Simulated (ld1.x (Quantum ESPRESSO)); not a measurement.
## Plane-wave convergence, TM potential for Bi

Bi, norm-conserving Troullier–Martins (Kleinman–Bylander form), made with ld1.x (Quantum ESPRESSO) 7.5 (LDA (PZ), scalar-relativistic). Core [Xe] 4f14 5d10, reference 6s2 6p3. Waves: 6s (bound): rc 1.95 bohr; 6p (bound): rc 2.55 bohr. Local part: the p channel. Core correction: Bessel-smoothed model core inside 1.85 bohr.

The pseudo-atom Hamiltonian at the reference potential is diagonalised in spherical Bessel functions j_l(qr) that vanish at 20 bohr, with q² up to the cutoff. All-electron valence levels (Ry): 6s -1.0849, 6p -0.3509.

Q: How do the lowest levels (Ry) of each channel move with the cutoff, and are there ghosts?

A:

```
cutoff (Ry)     s #1     p #1    d #1    d #2    f #1    f #2  Σ f·Δε (mRy)
          8  -1.0462  -0.3419  0.0418  0.1067  0.1093  0.2292         104.5
         12  -1.0718  -0.3496  0.0416  0.1064  0.1093  0.2292          30.1
         18  -1.0743  -0.3504  0.0414  0.1062  0.1093  0.2292          22.8
         30  -1.0837  -0.3509  0.0414  0.1061  0.1093  0.2292           2.4
         40  -1.0844  -0.3509  0.0414  0.1061  0.1093  0.2292           0.9
         50  -1.0847  -0.3509  0.0414  0.1061  0.1093  0.2292           0.4
        400  -1.0849  -0.3509  0.0414  0.1061  0.1093  0.2292           0.0
```

Result: no extra level below or beside the all-electron valence levels (s, p, d, f tested); 10 mRy is reached at 25 Ry and 1 mRy at 40 Ry.

Its largest configuration-test error is -820 meV.
